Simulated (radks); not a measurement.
Problem. Calculated with a radial shooting solver on a logarithmic mesh with Libxc functionals: scalar-relativistic Kohn-Sham, BLYP, spin-polarised, spherical densities, point nucleus; open shells are filled with parallel spins first. Each species is in its NIST ground configuration. Rank Fe2+, Zn2+, Cr2+, Ni2+, Co2+, Ti2+, Mn2+, Sc2+, Cu2+, V2+ by Delta-SCF ionisation energy (eV), largest first.

Solution. Zn2+ 40.253, Cu2+ 38.141, Ni2+ 35.950, Mn2+ 33.959, Co2+ 33.674, Cr2+ 31.925, Fe2+ 31.312, V2+ 29.785, Ti2+ 27.512, Sc2+ 25.065.
